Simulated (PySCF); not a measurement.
BBr₂, SMILES Br[B]Br, multiplicity 2. Geometry optimised at B3LYP-D3(BJ)/def2-TZVP. The isomer is the one that the SMILES or the coordinates give; other isomers of the formula were not compared.

Computed equilibrium geometry at B3LYP-D3(BJ)/def2-TZVP (PySCF confirms it by a frequency run) as bond lengths and angles, and its point group:
point group C2v.
Atoms: Br1 B2 Br3. Bond lengths (Å): Br1–B2 1.889, B2–Br3 1.889. Angles (°): Br1–B2–Br3 126.6.
Charge 0, spin multiplicity 2.
